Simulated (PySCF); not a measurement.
## Highest orbital energy against ionisation energy along the third row

Calculated with PySCF 2.14, no spin-orbit coupling. Each cell gives −ε(HOMO) / ΔSCF in eV; NIST values include spin-orbit coupling, (s) semi-empirical, (t) theoretical.

```csv
species,UHF,LDA,PBE,PBE0,r2SCAN,NIST (lowest levels)
"Al²⁺ (x2c-TZVPPall with one added diffuse shell each of s, p, d type, spin-free X2C)",28.090 / 28.070,24.611 / 28.832,24.501 / 28.830,25.506 / 28.699,24.680 / 28.402,28.448
"Si²⁺ (x2c-TZVPPall with one added diffuse shell each of s, p, d type, spin-free X2C)",32.229 / 32.042,28.680 / 33.625,28.555 / 33.487,29.704 / 33.348,28.711 / 32.956,33.493
"P²⁺ (x2c-TZVPPall with one added diffuse shell each of s, p, d type, spin-free X2C)",29.969 / 29.585,24.800 / 30.217,24.951 / 30.253,26.362 / 30.270,25.389 / 30.366,30.203
"S²⁺ (x2c-TZVPPall with one added diffuse shell each of s, p, d type, spin-free X2C)",34.710 / 34.148,28.848 / 34.874,28.947 / 34.833,30.570 / 34.871,29.469 / 35.016,34.86 ± 0.04 (s)
"Cl²⁺ (x2c-TZVPPall with one added diffuse shell each of s, p, d type, spin-free X2C)",39.680 / 38.950,33.023 / 39.659,33.094 / 39.579,34.948 / 39.658,33.767 / 39.825,39.8 ± 0.11 (s)
"Ar²⁺ (x2c-TZVPPall with one added diffuse shell each of s, p, d type, spin-free X2C)",40.410 / 39.373,34.088 / 40.839,34.155 / 40.730,36.005 / 40.722,34.564 / 40.677,40.735 ± 0.012 (s)
```

Q: How far is −ε(HOMO) from ΔSCF on average for each method, and why?

A: UHF 0.49 eV; LDA -5.67 eV; PBE -5.58 eV; PBE0 -4.08 eV; r2SCAN -5.11 eV. Hartree-Fock orbital energies lack relaxation and so exceed the ΔSCF value; semilocal functionals have convex E(N) from self-interaction, so their HOMO lies far too high; exact exchange moves hybrids part of the way back.
